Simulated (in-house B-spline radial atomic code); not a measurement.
# wB97X excitations of Ca2+

Method: wB97X. Computed with an all-electron radial atomic-structure program (B-spline basis): linear response of the closed shell [Ne] 3s2 3p6 with the functional's adiabatic kernel; non-relativistic, point nucleus, no spin-orbit coupling, no double excitations, S, P, D and F terms only. Only terms of natural parity with L up to 3 were computed.

Command:
```bash
python run_td.py task.json out
```
Settings (radii: box in bohr, nucleus in fm):
```
Z                        20
electrons                18
configuration            [Ne] 3s2 3p6
hamiltonian              nr
method                   wb97x
box_radius               29.48
intervals                54
```

Time taken, with all properties: 1.3 s on 1 thread of Arm Neoverse N1, with other jobs on the host.

The lowest states, in the order of their Tamm-Dancoff energies; the method's threshold (minus the highest occupied level) is 47.92 eV. Labels give the largest channel, * marks a mixed state, and oscillator strengths are full-response dipole values. Semilocal kernels can invert the small singlet-triplet splittings of Rydberg terms. Energies in eV:

| state | full response | Tamm-Dancoff | oscillator strength |
| --- | --- | --- | --- |
| 3p → 3d 3P | 25.456 | 25.541 | - |
| 3p → 3d 3F | 25.870 | 25.989 | - |
| 3p → 3d 1F | 27.778 | 27.793 | - |
| 3p → 4s 3P | 29.511 | 29.522 | - |
| 3p → 4s 1P | 29.805 | 29.817 | 0.584 |
| 3p → 4p 3S | 32.67 | 32.69 | - |
| 3p → 4p 3D | 33.17 | 33.18 | - |
| 3p → 4p 1D | 33.40 | 33.40 | - |
| 3p → 4p 1S | 34.64 | 34.76 | - |
| 3p → 3d 1P | 34.02 | 34.85 | 3.23 |
| 3p → 4d 3P | 37.75 | 37.76 | - |
| 3p → 4d 3F | 37.91 | 37.92 | - |
| 3p → 4d 1F | 38.26 | 38.26 | - |
| 3p → 5s 3P | 38.26 | 38.27 | - |
| 3p → 5s 1P | 38.37 | 38.38 | 0.107 |
| 3p → 5p 3S | ? | ? | - |
| 3p → 5p 3D | 39.74 | 39.74 | - |
| 3p → 5p 1D | 39.78 | 39.78 | - |
| 3p → 4d 1P | 39.43 | 39.82 | 0.682 |
| 3p → 5p 1S | ? | ? | - |
| 3p → 4f 3D | 40.50 | 40.50 | - |
| 3p → 4f 1D | 40.68 | 40.68 | - |

Q: Where does 3p → 5p 1S lie?

A: At 40.28 eV in full response, 40.34 eV in Tamm-Dancoff.

Q: Where does 3p → 5p 3S lie?

A: At 39.57 eV in full response, 39.58 eV in Tamm-Dancoff.

Q: How large is the singlet-triplet splitting of 3p → 3d (F terms) in Tamm-Dancoff?

A: 1.8 eV, from the unrounded values.

Q: What polarisabilities and dispersion coefficient does the method give?

A: Dipole 3.302 bohr³, quadrupole 7.277 bohr⁵, C6 10.92 hartree·bohr⁶ for two such species.
